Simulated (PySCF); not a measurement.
## Calculated data, BF2H2Si, B2H7NSi, CH3AlNO, BClH3Si and others

Computed with PySCF 2.14.0. Calculation on a computer-drawn molecule: optimised geometry and harmonic frequencies of an isolated molecule of the commonest isotopes, restricted reference for singlets and unrestricted otherwise, frozen core in MP2.

Common to all runs: basis cc-pV(D+d)Z.

(1) BF2H2Si

Start structure:
```xyz
6
BF2H2Si
F     -1.8515     2.4028     0.5676
B     -0.8952     1.9163    -0.1533
Si     0.8508     1.5127     0.9533
F      2.0543     0.8997     0.1671
H     -0.9260     1.6949    -1.3153
H      1.1611     1.7044     2.3683
```

Here we set charge 1, multiplicity 1 and method MP2.

It finds rotational constants 24.92, 2.555, 2.318 GHz; total energy -513.9720 hartree; convergence status largest gradient component 2.306e-05 hartree/bohr.

Drawn bonds:
```csv
atom,other atom,order
1,2,1
2,3,1
3,4,1
2,5,1
3,6,1
```

Optimised structure:
```xyz
6
BF2H2Si
F     -1.8697     2.4117     0.5719
B     -0.8966     1.9174    -0.1500
Si     0.8493     1.5131     0.9526
F      2.0733     0.8921     0.1581
H     -0.9227     1.6912    -1.3211
H      1.1599     1.7054     2.3762
```

Modes:
```csv
frequency (cm⁻¹),reduced mass (dalton)
42.54,4.495
144.8,6.558
288,13.26
482.8,1.195
603.9,5.016
808.2,1.569
816,1.148
974.6,7.865
1068,1.288
1356,8.357
2373,1.046
2795,1.102
```

(2) B2H7NSi

Start structure:
```xyz
11
B2H7NSi
B     -1.8620     1.3743    -1.1363
B     -0.2706     2.0503    -0.8203
Si     1.1737     1.1081    -1.7988
N      2.5596     0.8903    -0.7793
H     -2.3488     0.6707    -0.4720
H     -2.5084     1.7341    -1.9991
H     -0.0485     2.9556    -0.3025
H      1.7413     1.8940    -2.8741
H      0.9115    -0.2572    -2.2826
H      2.5451     0.1450    -0.1260
H      3.0280     1.6635    -0.3638
```

Here we set charge 0, multiplicity 1 and method HF.

It finds rotational constants 15.23, 2.603, 2.411 GHz; total energy -396.8022 hartree; convergence status largest gradient component 2.115e-05 hartree/bohr.

Drawn bonds:
```csv
atom,other atom,order
1,2,1
2,3,1
3,4,1
1,5,1
1,6,1
2,7,1
3,8,1
3,9,1
4,10,1
4,11,1
```

Optimised structure:
```xyz
11
B2H7NSi
B     -1.9516     1.5280    -1.1807
B     -0.3561     1.9320    -0.9002
Si     1.2510     0.9706    -1.7069
N      2.5100     0.8602    -0.5236
H     -2.5391     0.7648    -0.4583
H     -2.5635     1.9699    -2.1186
H     -0.1057     2.8814    -0.1984
H      1.6051     1.7327    -2.9433
H      0.9622    -0.4165    -2.1475
H      3.3220     0.3091    -0.7348
H      2.7865     1.6965    -0.0425
```

Modes:
```csv
frequency (cm⁻¹),reduced mass (dalton)
62.62,2.448
137.5,2.505
220.5,2.254
256.3,1.075
341.6,1.256
480.3,1.181
485.7,1.191
520.8,1.316
596.3,2.65
738.6,1.077
792.9,1.2
835.2,2.014
868.3,2.214
906.1,1.518
981.4,1.988
1011,1.307
1052,1.064
1093,1.633
1267,1.29
1698,1.107
2224,1.042
2292,1.037
2646,1.065
2664,1.083
2715,1.12
3759,1.051
3849,1.094
```

(3) CH3AlNO

Start structure:
```xyz
7
CH3AlNO
N     -1.9827    -0.2314    -1.4949
C     -1.3471     0.7045    -0.8547
Al     0.2594     0.5889     0.2385
O      1.6123     0.4032     1.0181
H     -2.9193    -0.0356    -1.8523
H     -1.3908    -0.8818    -2.0034
H     -2.0485     1.5712    -0.4951
```

It was run with charge 0, multiplicity 2 and method HF.

It finds rotational constants 48.33, 2.599, 2.47 GHz; total energy -410.7897 hartree; spin squared 0.7609; convergence status largest gradient component 2.647e-05 hartree/bohr.

Drawn bonds:
```csv
atom,other atom,order
1,2,1
2,3,1
3,4,2
1,5,1
1,6,1
2,7,1
```

Optimised structure:
```xyz
7
CH3AlNO
N     -2.0316    -0.2603    -1.4683
C     -1.4146     0.6923    -0.6785
Al     0.2538     0.5515     0.2166
O      1.6516     0.4670     0.9381
H     -2.7726     0.0578    -2.0617
H     -1.4526    -0.9377    -1.9219
H     -2.0507     1.5483    -0.4681
```

Modes:
```csv
frequency (cm⁻¹),reduced mass (dalton)
138.7,6.414
200.3,3.849
280.8,1.768
353.4,5.002
559.7,1.765
634.5,2.526
640,1.137
1163,1.09
1200,12.61
1352,2.667
1505,1.712
1791,1.139
3289,1.085
3775,1.049
3884,1.1
```

(4) BClH3Si

Start structure:
```xyz
6
BClH3Si
Si     0.5839     0.5873     0.5552
B     -1.3865     0.6770     0.2984
Cl    -2.2146     2.2360     0.1906
H      1.4122     1.7625     0.2185
H      1.2668    -0.6866     0.2471
H     -2.0735    -0.2990     0.2840
```

It was run with charge 0, multiplicity 2 and method MP2.

It finds rotational constants 34.23, 2.886, 2.662 GHz; total energy -775.1661 hartree; spin squared 0.7631; convergence status largest gradient component 1.518e-05 hartree/bohr.

Drawn bonds:
```csv
atom,other atom,order
1,2,1
2,3,1
1,4,1
1,5,1
2,6,1
```

Optimised structure:
```xyz
6
BClH3Si
Si     0.5543     0.5859     0.3151
B     -1.3973     0.6844     0.2864
Cl    -2.2172     2.2422     0.2334
H      1.4361     1.7712     0.2954
H      1.2872    -0.6964     0.3591
H     -2.0748    -0.3102     0.3044
```

Modes:
```csv
frequency (cm⁻¹),reduced mass (dalton)
186.3,3.843
270.1,1.14
298.2,1.217
511,1.642
699,3.126
706.8,1.335
868.1,2.528
953.9,1.07
1090,1.607
2307,1.029
2332,1.055
2687,1.094
```

(5) AlBClFH

Start structure:
```xyz
5
AlBClFH
F     -0.8461    -2.5900    -2.2326
B     -1.3450    -2.1720    -1.2237
Al    -1.5479    -0.3409     0.0857
Cl    -2.3363     0.2700     1.7452
H     -0.7092     0.2347    -1.2117
```

Here we set charge 1, multiplicity 1 and method HF.

Results for AlBClFH: rotational constants 10.25, 1.78, 1.517 GHz; total energy -825.9533 hartree; convergence status largest gradient component 2.397e-05 hartree/bohr.

Drawn bonds:
```csv
atom,other atom,order
1,2,1
2,3,1
3,4,1
3,5,1
```

Optimised structure:
```xyz
5
AlBClFH
F     -1.2499    -3.1777    -1.8100
B     -1.2616    -2.0737    -1.2750
Al    -1.3171    -0.0514    -0.2355
Cl    -2.3604    -0.3595     1.5001
H     -0.5954     1.0641    -1.0166
```

Modes:
```csv
frequency (cm⁻¹),reduced mass (dalton)
88.76,17.05
274.6,4.679
325.9,9.63
366.6,13.99
463.4,1.38
582.8,2.022
631.3,2.142
1682,12.81
2161,1.045
```

(6) CH3AlB2

Start structure:
```xyz
7
CH3AlB2
B     -0.7632    -0.1018     0.4788
C      0.1773     0.0148     1.6307
B      1.4983    -0.2290     1.4268
Al     2.5000    -0.7028    -0.3472
H     -0.2772    -0.3199    -0.6473
H     -1.9037     0.1479     0.5458
H     -0.3087     0.2207     2.6646
```

It was run with charge 0, multiplicity 1 and method HF.

Results for CH3AlB2: rotational constants 22.36, 2.788, 2.479 GHz; total energy -330.8206 hartree; convergence status largest gradient component 2.64e-05 hartree/bohr.

Drawn bonds:
```csv
atom,other atom,order
1,2,1
2,3,2
3,4,1
1,5,1
1,6,1
2,7,1
```

Optimised structure:
```xyz
7
CH3AlB2
B     -0.7699    -0.0485     0.5376
C      0.0713     0.0341     1.7939
B      1.2238    -0.2653     1.0628
Al     2.8371    -0.7566    -0.3965
H     -0.2178    -0.3106    -0.5186
H     -1.9557     0.1234     0.4819
H     -0.2660     0.2534     2.7910
```

Modes:
```csv
frequency (cm⁻¹),reduced mass (dalton)
114.4,4.35
183.3,3.3
241,3.395
393.3,1.298
407.3,5.78
677.5,1.367
899.9,1.161
1012,1.333
1057,1.726
1128,1.738
1345,1.427
1586,6.93
2536,1.07
2710,1.102
3441,1.102
```
